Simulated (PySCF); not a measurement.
## Correlation energy of F(2+) (fluorine, charge +2)

[He] 2s2 2p3, high-spin 4S determinant. All numbers are calculated (PySCF 2.14, the non-relativistic Hamiltonian (point nucleus), in cc-pVDZ (3s2p1d, 14 functions)). Frozen: 1s2; 5 electrons correlated.

MP2 pair energies summed by pair of shells (mhartree):

```csv
pair,energy,share (%)
2s-2p,-46.34,67.7
2p-2p,-15.19,22.2
2s-2s,-6.96,10.2
```

Total MP2 correlation energy: -68.49 mhartree.

Same-spin part -17.48 and opposite-spin part -51.01 mhartree; SCS-MP2 scales them by 1/3 and 6/5 to -67.04 mhartree.

```json
{"level": "CCSD", "correlation energy (mhartree)": "-82.10"}
{"level": "(T)", "correlation energy (mhartree)": "-0.38"}
{"level": "CCSD(T)", "correlation energy (mhartree)": "-82.48"}
```

Diagnostics: T1 = 0.0028, D1 = 0.0049, largest double amplitude 0.033.

Cost of the coupled-cluster step: 0.06 s of wall time on 1 thread of Neoverse-V1 (shared host), for 5 correlated electrons.
